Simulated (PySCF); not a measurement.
Mayer bond orders and bond lengths

Compound: NbSeCl3 (singlet state).
Cartesian coordinates in Å at the PBE0-D3(BJ)/def2-SVP level; atoms count from 1:
```xyz
5
Cl3NbSe angstrom
Nb     0.0014    0.0095   -0.0231
Se    -0.0172   -0.2368    2.2148
Cl     2.1569    0.0716   -0.7262
Cl    -1.1052    1.9300   -0.5062
Cl    -1.0360   -1.7744   -0.9593
```

Bond orders from the PBE0/pcSseg-1 (def2-TZVP on Nb) density (PySCF). Isolated species at its PBE0-D3(BJ)/def2-SVP geometry, gas phase. Atoms past krypton carry effective core potentials; spin–orbit coupling is left out. The calculation is non-relativistic apart from the core potentials, for selenium too.

Set the Mayer orders of the bonds beside their lengths.

```
   bond  length (Å)  Mayer order
Nb1–Se2       2.251        2.272
Nb1–Cl3       2.268        1.119
Nb1–Cl4       2.269        1.119
Nb1–Cl5       2.266        1.122
```

Sum the orders of all bonds at each heavy atom with more than one neighbour.

Nb1 5.632. Orders between atoms that aren't bonded are not in these sums.

The Mayer order sums products of elements of PS (density times overlap matrix) between the two atoms' basis functions, so it depends on the basis set.

These values come from a run that also computed NMR shieldings. Hardware: one thread of an Arm Neoverse V1, on a shared host. Cost: 21 s of wall time.
